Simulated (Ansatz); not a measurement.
Coupled-cluster run, CH$_{3}$FGeTe, SMILES `[F][GeH]1[CH2][Te]1`.

```yaml
crystal:
  periodic: [false, false, false]
  atoms:
    - {symbol: F, position_ang: [0.540782, -1.782859, -1.301860]}
    - {symbol: Ge, position_ang: [-0.171053, -0.914746, 0.021151]}
    - {symbol: C, position_ang: [0.000419, 0.988027, -0.095477]}
    - {symbol: Te, position_ang: [1.341831, 0.310055, 1.563528]}
    - {symbol: H, position_ang: [-1.419102, -1.684609, 0.437732]}
    - {symbol: H, position_ang: [0.567791, 1.387830, -0.928425]}
    - {symbol: H, position_ang: [-0.799570, 1.628402, 0.257652]}
basis:
  gaussian: {orbitals: def2-TZVPP}
correlation: {method: ccsd_t}
output: {orbitals: {seedname: orbitals}}
```

```sh
$ ansatz run in.yaml --threads 4 --pin off --events-out ev --progress --plain --max-ram 10444MiB
```

Log, shortened:

```
Functional definition: HF
1423 factors; integrals over basis functions are off by at most 1.1e-3 eV
mean field evaluation 1: about -67522.3118 eV, gradient 3.5e1 eV
mean field evaluation 2: about -67522.5103 eV, gradient 3.5e1 eV
mean field evaluation 4: about -67525.1309 eV, gradient 3.2e0 eV
mean field evaluation 8: about -67525.1796 eV, gradient 2.8e-1 eV
mean field evaluation 16: about -67525.1803 eV, gradient 1.8e-6 eV
mean field -67525.18025559 eV, -2481.5046041818 hartree, gradient 1.8e-6 eV, S^2 0.000000; 0 other end points of the search recorded, 0 dependent functions left out
15 core orbitals not correlated: weight in the atoms' cores, before any rotation towards them, 1.000 or more for the frozen orbitals, at most 0.000 for the correlated occupied ones
reference -67525.18025559 eV, -2481.5046041818 hartree; 22, 22 occupied and 165, 165 virtual orbitals, 1423 factors
second order -30.90640601 eV of doubles, -0.00000000 eV of singles
cycle   1  -29.45822935 eV  change     1.4e0 eV  update   1.3e-1
cycle   2  -30.27159129 eV  change   -8.1e-1 eV  update   3.9e-2
cycle   3  -30.41259897 eV  change   -1.4e-1 eV  update   1.8e-2
cycle   4  -30.38692769 eV  change    2.6e-2 eV  update   4.8e-3
cycle   5  -30.38227568 eV  change    4.7e-3 eV  update   2.0e-3
cycle   6  -30.38445480 eV  change   -2.2e-3 eV  update   7.3e-4
cycle   7  -30.38432353 eV  change    1.3e-4 eV  update   3.1e-4
cycle   8  -30.38402412 eV  change    3.0e-4 eV  update   1.3e-4
cycle   9  -30.38406060 eV  change   -3.6e-5 eV  update   5.8e-5
cycle  10  -30.38410680 eV  change   -4.6e-5 eV  update   2.2e-5
perturbative correction -1.05561619 eV, -0.0387931794 hartree
Total energy: -67556.61997857 eV, -2482.6599926909 hartree
```

It took 120 s on 4 threads of an Arm Neoverse V2 on a shared host, with 3 GiB of host memory at the peak.

The correlation energy is -31.440 eV, 3.4 % of it from (T); the T1 diagnostic reads 0.0120.
